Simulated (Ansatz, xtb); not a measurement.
# C4H9BrGe: which of two isomers lies lower

Structure X is `[Br][GeH2][CH]1CCC1`, a singlet and structure Y is `Br[C@@H]1CC[CH2][GeH2]1`, a singlet. Both are isolated molecules in the gas phase, relaxed with B3LYP/def2-SVP; the shapes shown needn't be the lowest conformers.

X (Å):

| atom | x (Å) | y (Å) | z (Å) |
| --- | --- | --- | --- |
| C | 1.2895 | -0.0549 | -0.5933 |
| C | 1.7676 | -1.5193 | -0.3695 |
| C | 1.8071 | -1.2339 | 1.1541 |
| C | 0.9227 | 0.0176 | 0.9178 |
| Br | -1.9335 | -1.0432 | -1.5284 |
| Ge | -0.0753 | 0.3344 | -1.9541 |
| H | -0.5942 | 1.7865 | -1.8867 |
| H | 0.3900 | -0.0043 | -3.3864 |
| H | 2.1462 | 0.6044 | -0.8183 |
| H | 2.7057 | -1.8192 | -0.8614 |
| H | 0.9883 | -2.2544 | -0.6258 |
| H | 1.4088 | -2.0128 | 1.8226 |
| H | 2.8187 | -0.9646 | 1.4965 |
| H | 1.1873 | 0.9431 | 1.4521 |
| H | -0.1427 | -0.1970 | 1.0972 |

Y (Å):

```csv
atom,x (Å),y (Å),z (Å)
C,0.1798,0.4032,1.9555
C,-0.1896,-0.9177,1.2709
C,1.0391,-1.5193,0.5627
C,1.7068,-0.4537,-0.3337
Br,1.0845,0.0793,3.6996
Ge,1.4455,1.2518,0.6558
H,-0.6971,1.0075,2.2140
H,-0.6439,-1.6296,1.9790
H,-0.9651,-0.6826,0.5158
H,0.7497,-2.4116,-0.0173
H,1.7539,-1.8608,1.3302
H,1.1952,-0.3748,-1.3068
H,2.7651,-0.6745,-0.5355
H,2.6984,1.8446,1.3231
H,0.7382,2.3384,-0.1885
```

Q: Which of the two would you expect CCSD(T)/def2-SVP + ΔMP2/def2-TZVPP electronic energies to favour?

A: Structure X; the calculation gives E(Y) − E(X) = +6.0 kcal/mol.

Level by level:

```json
{"level": "B3LYP/def2-SVP", "geometry": "B3LYP/def2-SVP", "E(Y) − E(X) (kcal/mol)": "+9.9", "departure from the last row (kcal/mol)": "+3.9", "job, with rough time for the two": "optimisation, 97 s"}
{"level": "HF/def2-SVP", "geometry": "B3LYP/def2-SVP", "E(Y) − E(X) (kcal/mol)": "+14.0", "departure from the last row (kcal/mol)": "+8.0", "job, with rough time for the two": "part of the CCSD(T) run"}
{"level": "MP2/def2-SVP", "geometry": "B3LYP/def2-SVP", "E(Y) − E(X) (kcal/mol)": "+9.2", "departure from the last row (kcal/mol)": "+3.2", "job, with rough time for the two": "part of the CCSD(T) run"}
{"level": "CCSD(T)/def2-SVP", "geometry": "B3LYP/def2-SVP", "E(Y) − E(X) (kcal/mol)": "+9.4", "departure from the last row (kcal/mol)": "+3.4", "job, with rough time for the two": "single point"}
{"level": "CCSD(T)/def2-SVP + ΔMP2/def2-TZVPP", "geometry": "B3LYP/def2-SVP", "E(Y) − E(X) (kcal/mol)": "+6.0", "departure from the last row (kcal/mol)": "", "job, with rough time for the two": "single point, 2.7 min"}
```

As drawn, Y has 1 C–Br, 1 C–Ge in place of 1 Br–Ge, 1 C–C. Structure X has a 4-membered ring, Y a 5-membered ring.

None of the levels shown reverses the order. The largest departure from CCSD(T)/def2-SVP + ΔMP2/def2-TZVPP is that of HF/def2-SVP, 8.0 kcal/mol. Levels run at GFN2-xTB geometries aren't shown. The last row adds to CCSD(T) the change of the MP2 difference between the two basis sets, here −3.4 kcal/mol, a large step that makes the value less sure.

With thermal terms from frequencies at re-optimised GFN2-xTB minima (ideal gas, soft modes damped towards free rotors, one conformer each, 298.15 K, 1 atm): the zero-point term adds +0.1 kcal/mol; ΔH is +5.6 and ΔG +7.0 kcal/mol.

The correlated steps freeze 22 core orbitals; the filled d shell of Br and Ge is correlated, in a basis made for valence electrons. Mirror images aren't counted in ΔG. Codes used: Ansatz 0.2.0, xtb 6.7.1; the last row on 4 threads of Arm Neoverse V2 on a shared host.
